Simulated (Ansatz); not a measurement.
C11H16 (`Cc1ccc(C(C)(C)C)cc1`). Total charge 0; spin multiplicity 1. The geometry is a stationary point of PBE0-D4/def2-TZVP.

```xyz
27

C     2.079    3.560   -0.343
C     1.309    2.280   -0.221
C    -0.062    2.272   -0.015
C    -0.769    1.083    0.105
C    -0.133   -0.149    0.022
C    -0.871   -1.476    0.145
C    -0.298   -2.268    1.325
C    -0.683   -2.281   -1.144
C    -2.366   -1.285    0.378
C     1.247   -0.136   -0.187
C     1.952    1.047   -0.306
H     1.414    4.425   -0.326
H     2.794    3.671    0.476
H     2.649    3.592   -1.276
H    -0.595    3.216    0.055
H    -1.839    1.133    0.265
H     0.766   -2.472    1.195
H    -0.421   -1.716    2.260
H    -0.814   -3.227    1.423
H    -1.202   -3.242   -1.071
H    -1.087   -1.739   -2.003
H     0.371   -2.484   -1.343
H    -2.839   -0.750   -0.449
H    -2.565   -0.736    1.302
H    -2.851   -2.260    0.461
H     1.790   -1.072   -0.261
H     3.025    1.013   -0.469
```

(1) What is the dipole moment at ωB97M-V/def2-TZVPP? (An estimate is asked.)

(2) And with PBE, r2SCAN, B3LYP? (An estimate is asked.)

(3) Give the Mulliken charges with ωB97M-V, r2SCAN, B3LYP in def2-TZVPP. (Estimate.)

Answers

(1) Ansatz gave: 0.07 D, with components (0.07, 0.00, 0.00) D in this frame, pointing from negative to positive charge.

(2) The calculation gave: PBE 0.07 D, r2SCAN 0.07 D, B3LYP 0.06 D.

(3) Ansatz gave: 
| atom | ωB97M-V | r2SCAN | B3LYP |
| --- | --- | --- | --- |
| C1 | -0.30 | -0.15 | -0.25 |
| C2 | 0.01 | 0.07 | 0.04 |
| C3 | -0.13 | -0.11 | -0.13 |
| C4 | -0.13 | -0.12 | -0.13 |
| C5 | 0.00 | -0.06 | -0.06 |
| C6 | 0.00 | 0.47 | 0.32 |
| C7 | -0.30 | -0.22 | -0.29 |
| C8 | -0.30 | -0.22 | -0.29 |
| C9 | -0.39 | -0.27 | -0.34 |
| C10 | -0.10 | -0.16 | -0.13 |
| C11 | -0.16 | -0.17 | -0.18 |
| H12 | 0.09 | 0.04 | 0.07 |
| H13 | 0.12 | 0.06 | 0.09 |
| H14 | 0.11 | 0.06 | 0.09 |
| H15 | 0.10 | 0.08 | 0.11 |
| H16 | 0.12 | 0.09 | 0.12 |
| H17 | 0.11 | 0.05 | 0.08 |
| H18 | 0.12 | 0.06 | 0.09 |
| H19 | 0.11 | 0.04 | 0.07 |
| H20 | 0.11 | 0.04 | 0.07 |
| H21 | 0.12 | 0.06 | 0.09 |
| H22 | 0.11 | 0.05 | 0.08 |
| H23 | 0.12 | 0.05 | 0.09 |
| H24 | 0.12 | 0.05 | 0.09 |
| H25 | 0.11 | 0.04 | 0.08 |
| H26 | 0.11 | 0.08 | 0.11 |
| H27 | 0.11 | 0.08 | 0.11 |

B3LYP here is the variant with VWN-RPA as its local correlation; programs differ in this.
